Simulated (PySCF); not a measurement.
Computed shifts of a molecule CH₁₂Si₅, PBE0/pcSseg-1 (PySCF), GIAO, gas phase, atoms alike by connectivity averaged where their shifts nearly agree, in ppm (number of nuclei): ²⁹Si: -48.0 (2), -98.5 (2), -126.7 (1). ¹³C: -3.8 (1). ¹H: 4.95 (4), 4.15 (3), 4.06 (3), 0.98 (1), 0.87 (1). References: ²⁹Si against TMS (σ = 352.7 ppm); ¹³C against TMS (σ = 186.3 ppm); ¹H against TMS (σ = 31.56 ppm), references at their B3LYP-D3(BJ)/def2-TZVP geometries, non-relativistic. The structure is a stationary point at B3LYP-D3(BJ)/def2-SVP. One conformer was computed; it need not be the lowest.

Problem. Pick the molecule that these values belong to.
A. C[Si@H]1[SiH2][SiH2][Si@@H]1[SiH3]
B. [SiH3][Si]1([SiH3])[SiH2]C[SiH2]1
C. [SiH3]C[SiH]1[SiH2][SiH2][SiH2]1
D. [SiH3][C@H]1[SiH2][SiH2][Si@@H]1[SiH3]

Solution. B, [SiH3][Si]1([SiH3])[SiH2]C[SiH2]1
